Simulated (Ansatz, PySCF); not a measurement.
C$_{2}$H$_{2}$F$_{3}$O$_{2}$, charge +1, singlet, at a GFN2-xTB geometry. Base run: PySCF with B3LYP/cc-pVDZ.

Geometry (Å):
```xyz
9

O      1.1439    -0.5080     1.5259
C      0.7614    -0.2152     0.4808
O      1.7796     0.0105    -0.6240
C     -0.6632     0.0983    -0.0980
F     -0.9263     1.3771     0.0766
F     -0.6500    -0.1621    -1.4101
F     -1.5560    -0.6502     0.4951
H      2.7030    -0.2687    -0.4006
H      1.5108    -0.1327    -1.5666
```
Charge +1, spin multiplicity 1.
All else is at PySCF's defaults.

The same geometry, method and basis name were run in Ansatz (a program for electronic structure) and PySCF, at each program's defaults and at the settings that a row names. The base is PySCF at its defaults. Differences at the defaults can come from grids, fitting, cores and function types together.

```
code and settings                                                               ΔE vs base (µEh)  basis functions      E (Eh)  SCF cycles
------------------------------------------------------------------------------  ----------------  ---------------  ----------  ----------
PySCF, defaults (exact integrals, its default grid, spherical functions)                     0.0              108  -527.07260          11
Ansatz, defaults (factorised integrals, its default grid, spherical functions)              31.2              108  -527.07256           -
PySCF, density fitting with def2-universal-jkfit                                           -53.4              108  -527.07265          11
PySCF, fine grid                                                                            -0.4              108  -527.07260          11
Ansatz, high accuracy                                                                       -0.3              108  -527.07260           -
```
